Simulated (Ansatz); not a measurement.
Correlation energies of CH$_{6}$BGa, SMILES `C[BH][GaH2]` by basis set

Z-matrix (Å, degrees):
```
C
B 1 1.556
H 1 1.104 2 103.4
H 1 1.094 2 113.6 3 113.2
H 1 1.091 2 117.2 3 -117.1
Ga 2 2.078 1 126.0 3 99.5
H 2 1.205 1 116.3 3 -77.0
H 6 1.579 2 122.9 1 -86.4
H 6 1.579 2 122.6 1 94.6
```

Total charge 0; spin multiplicity 1. Correlated methods include outer-core shells of Ga, which these sets cover unevenly. Scalar relativity is left out up to krypton. Geometry: relaxed with PBE0-D4/def2-TZVP. Frozen core, restricted reference, Ansatz 0.2.0.

| basis | HF (Eh) | MP2 corr. |
| --- | --- | --- |
| def2-SVP | -1988.95474 | -0.44460 |
| def2-TZVPP | -1989.27355 | -0.51231 |
| def2-QZVPP | -1989.31729 | -0.77739 |

Estimate the CCSD correlation energy and the (T) correction in each basis where they were run (hartree).


| basis | CCSD corr. | (T) |
| --- | --- | --- |
| def2-SVP | -0.47872 | -0.01423 |
| def2-TZVPP | -0.54720 | -0.02013 |
| def2-QZVPP | -0.78771 | -0.02536 |
